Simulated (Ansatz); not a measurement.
Coupled-cluster run, CH₃BOSe (`BC(O)=[Se]`).

```yaml
crystal:
  periodic: [false, false, false]
  atoms:
    - {symbol: B, position_ang: [-0.345207, 0.868424, -0.191918]}
    - {symbol: C, position_ang: [0.076245, -0.591458, -0.038070]}
    - {symbol: O, position_ang: [0.897956, -1.377187, 0.594778]}
    - {symbol: Se, position_ang: [-1.159547, -1.014329, -1.249168]}
    - {symbol: H, position_ang: [-1.132297, 1.325616, 0.584496]}
    - {symbol: H, position_ang: [0.273968, 1.571310, -0.936180]}
    - {symbol: H, position_ang: [1.449982, -0.850376, 1.190361]}
basis:
  gaussian: {orbitals: def2-TZVPP}
correlation: {method: ccsd_t}
output: {orbitals: {seedname: orbitals}}
```

```sh
$ ansatz run in.yaml --threads 2 --pin off --events-out ev --progress --plain --max-ram 4352MiB
```

Log, shortened:

```
Functional definition: HF
1151 factors; integrals over basis functions are off by at most 9.2e-4 eV
mean field evaluation 1: about -69087.8746 eV, gradient 2.6e1 eV
mean field evaluation 2: about -69088.1043 eV, gradient 2.7e1 eV
mean field evaluation 4: about -69090.0364 eV, gradient 4.1e0 eV
mean field evaluation 8: about -69090.1034 eV, gradient 4.2e-1 eV
mean field evaluation 16: about -69090.1053 eV, gradient 2.8e-6 eV
mean field -69090.10527983 eV, -2539.0145380785 hartree, gradient 2.8e-6 eV, S^2 0.000000; 0 other end points of the search recorded, 0 dependent functions left out
12 core orbitals not correlated: weight in the atoms' cores, before any rotation towards them, 1.000 or more for the frozen orbitals, at most 0.000 for the correlated occupied ones
reference -69090.10527983 eV, -2539.0145380785 hartree; 16, 16 occupied and 155, 155 virtual orbitals, 1151 factors
second order -21.02896290 eV of doubles, -0.00000000 eV of singles
cycle   1  -20.69070676 eV  change    3.4e-1 eV  update   1.4e-1
cycle   2  -21.30682057 eV  change   -6.2e-1 eV  update   4.4e-2
cycle   3  -21.47286614 eV  change   -1.7e-1 eV  update   2.8e-2
cycle   4  -21.44738985 eV  change    2.5e-2 eV  update   9.5e-3
cycle   5  -21.44085163 eV  change    6.5e-3 eV  update   4.9e-3
cycle   6  -21.44357451 eV  change   -2.7e-3 eV  update   1.6e-3
cycle   7  -21.44287846 eV  change    7.0e-4 eV  update   9.4e-4
cycle   8  -21.44273963 eV  change    1.4e-4 eV  update   3.7e-4
cycle   9  -21.44305445 eV  change   -3.1e-4 eV  update   1.5e-4
cycle  10  -21.44300506 eV  change    4.9e-5 eV  update   4.8e-5
cycle  11  -21.44301938 eV  change   -1.4e-5 eV  update   1.9e-5
perturbative correction -0.99749691 eV, -0.0366573355 hartree
Total energy: -69112.54579613 eV, -2539.8392118416 hartree
```

Run time 89 s (2 threads of an Arm Neoverse V1 on a shared host); peak host memory 1.9 GiB.

The correlation energy is -22.441 eV, 4.4 % of it from (T); the T1 diagnostic reads 0.0189.
